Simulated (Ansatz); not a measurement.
Consider the ligand exchange at a B–O bond: `COB(F)Br` + H–F → `FB(F)Br` + CH₃OH.

Calculated with Ansatz (gas phase, PBE0-D4/def2-TZVP geometries, no zero-point term in ΔE). CCSD(T)/CBS is the MP2 limit (def2-TZVPP, def2-QZVPP) plus CCSD(T) − MP2 in def2-TZVPP, frozen cores. This one scheme is used for every species. Functionals use def2-TZVPP. For Br outer-core shells are correlated without core-valence functions, which leaves a few kJ/mol of doubt a bond. Scalar relativity is left out up to krypton. One conformer a species, not always the lowest.

| species | r2SCAN-D4 energy (Eh) |
| --- | --- |
| `COB(F)Br` | -2814.09720 |
| H–F | -100.44667 |
| `FB(F)Br` | -2798.83833 |
| CH₃OH | -115.70611 |

Q: Work out ΔE.

A: ΔE = (-2798.83833) + (-115.70611) − (-2814.09720) − (-100.44667) = -0.00057 Eh = -1.5 kJ/mol. CCSD(T)/CBS gives +6.1 kJ/mol.

Largest T1 diagnostic among the species: 0.011.

Leaving LDA and LC-ωPBE aside and taking each functional with its dispersion term where it has one, the values, not all of them listed here, spread over 8.5 kJ/mol, from B97M-V to revPBE-D4. LDA lies +10.6 kJ/mol from PBE without D4. From BLYP to BHLYP (50 % exact exchange), in def2-TZVPP and without D4, ΔE moves by +3.2 kJ/mol.
